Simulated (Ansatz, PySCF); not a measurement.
C2H7ClGeO3, singlet, at a GFN2-xTB geometry, with bond 8-1 at 2.4 times its length. Base run: CASSCF(2,4)/STO-3G run with PySCF.

PySCF was given this input:
```python
from pyscf import gto, scf, mcscf
import numpy

mol = gto.Mole()
mol.atom = '''
    C    -1.803656   -1.948256    0.288892
    O    -0.952140   -1.019574    0.937061
    Ge    0.052977    0.207029    0.157402
    O     0.674515    1.122727    1.483847
    Cl   -1.033235    1.348396   -1.199672
    O     1.379497   -0.421696   -0.788482
    C     2.547437   -1.045532   -0.272720
    H    -3.608046   -0.729208   -1.167084
    H    -2.296509   -2.512594    1.081385
    H    -1.237596   -2.631761   -0.346281
    H     0.119853    1.167055    2.262161
    H     3.051808   -0.403533    0.450234
    H     3.200325   -1.215333   -1.129422
    H     2.309673   -2.000096    0.200793
'''
mol.basis = 'sto-3g'
mol.charge = 0
mol.spin = 0
mol.verbose = 4
mol.build()

mf = scf.RHF(mol)
mf.kernel()
mc = mcscf.CASSCF(mf, 4, 2)
mc.fix_spin_(ss=0.0)
mc.kernel()
occ = numpy.linalg.eigvalsh(mc.fcisolver.make_rdm1(mc.ci, mc.ncas, mc.nelecas))[::-1]
ss = mc.fcisolver.spin_square(mc.ci, mc.ncas, mc.nelecas)[0]
print('natural occupations', occ.round(4), ' <S^2>', round(ss, 4))
```

Programs used: Ansatz (a program for electronic structure), PySCF; a row that names a program was run with it.

The base run was repeated with changes; each row names its change, and settings that it needs were set with it.

```tsv
change	ΔE vs base (mEh)	natural occupations	<S^2> of the state
base	0.000	1.30 0.70 0.00 0.00	0.00
active space = 8 electrons, 9 orbitals	-56.807	1.98 1.97 1.97 1.30 0.70 0.03 0.03 0.02 0.00	0.00
correction = SC-NEVPT2	-234.0	1.30 0.70 0.00 0.00	0.00
state_average = 2 states	24.570	-	-
fix_spin_ = off	0.000	1.30 0.70 0.00 0.00	0.00
active space = 8 electrons, 8 orbitals	-55.373	1.98 1.97 1.97 1.30 0.70 0.03 0.03 0.02	0.00
code = ansatz; correction = SC-NEVPT2, all electrons	-233.0	-	-
orbitals = fixed (CASCI); correction = SC-NEVPT2	-239.5	1.32 0.68 0.00 0.00	0.00
orbitals = fixed (CASCI)	14.568	1.32 0.68 0.00 0.00	0.00
conv_tol = 1e-5	0.006	1.30 0.70 0.00 0.00	0.00
start = MP2 natural orbitals	0.000	1.30 0.70 0.00 0.00	0.00
```

Active orbitals are taken around the Fermi level unless the row says otherwise; CASSCF can end in different local minima, and two programs can end on different orbitals. State-averaged rows give the lowest state.

Ansatz warned in this series: the state or the total is in doubt.
